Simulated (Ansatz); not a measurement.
FH₆PSi₂ (`F[SiH2]P[SiH3]`) at its PBE0-D4/def2-TZVP geometry, where that method's forces vanish. Total charge 0; spin multiplicity 1.

```xyz
10

F     0.1809    2.0701   -1.6362
Si   -0.6940    0.7706   -1.3018
P     0.7194   -0.8904   -0.7925
Si    0.7752   -0.4884    1.4249
H    -1.6216    1.1494   -0.2052
H    -1.4627    0.3970   -2.5150
H    -0.3436   -1.8344   -0.7176
H    -0.5778   -0.3963    2.0329
H     1.4883    0.7997    1.6207
H     1.5359   -1.5772    2.0899
```

(1) What forces (eV/Å) does ωB97M-V/def2-TZVPP give on these atoms in the Gaussian-basis code of Ansatz? (An estimate is asked.)

Results:

(1) Ansatz gave: 
```
F1   0.083  0.106 -0.024
Si2 -0.264 -0.145  0.011
P3  -0.089 -0.039  0.010
Si4  0.009  0.015  0.149
H5   0.112 -0.051 -0.123
H6   0.093  0.048  0.155
H7   0.075  0.084  0.003
H8   0.156 -0.008 -0.079
H9  -0.083 -0.140 -0.024
H10 -0.092  0.131 -0.078
```
